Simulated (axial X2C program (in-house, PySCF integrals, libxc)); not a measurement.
## Which functional? An output for AlTe

An SCF output computed with an axial X2C code built on PySCF integrals for AlTe at 2.406 Å, two-component, state Ω = 1/2, Te dyall-cv3z [11s12p8d4f1g], Al dyall-v3z [8s8p2d1f] (cores contracted in-house), without its first line:

```
basis functions 173  fitting functions 938  grid points 5082
iter        total energy     max residual
   1      -7030.419685526     3.98e-01
   2      -7030.443872605     6.91e-03
   3      -7030.445047793     1.46e-02
   4      -7030.445344359     4.96e-03
   5      -7030.445444097     1.43e-03
   6      -7030.445502974     2.90e-03
   7      -7030.445560609     2.09e-03
   8      -7030.445617400     8.04e-04
   9      -7030.445653826     7.37e-04
  10      -7030.445672126     7.27e-04
  11      -7030.445680765     2.80e-04
  12      -7030.445685250     1.89e-04
  13      -7030.445686940     1.65e-04
  14      -7030.445687509     7.27e-05
  15      -7030.445687742     4.94e-05
  16      -7030.445687847     3.92e-05
  17      -7030.445687885     2.38e-05
  18      -7030.445687897     1.07e-05
  19      -7030.445687900     4.45e-06
  20      -7030.445687901     3.24e-06
  21      -7030.445687901     8.01e-07
converged
one-electron -9947.92182766  Coulomb 2965.79915470  exact exchange -192.93026783  xc functional 0.00000000  nuclear repulsion 148.67988137  atomic mean-field constant -4.07262849
```

**Question.** Which level of theory produced it?
A. HF
B. PBE0
C. BLYP

**Answer.** A. The exact-exchange term against the functional term shows a share of 1 of exact exchange.
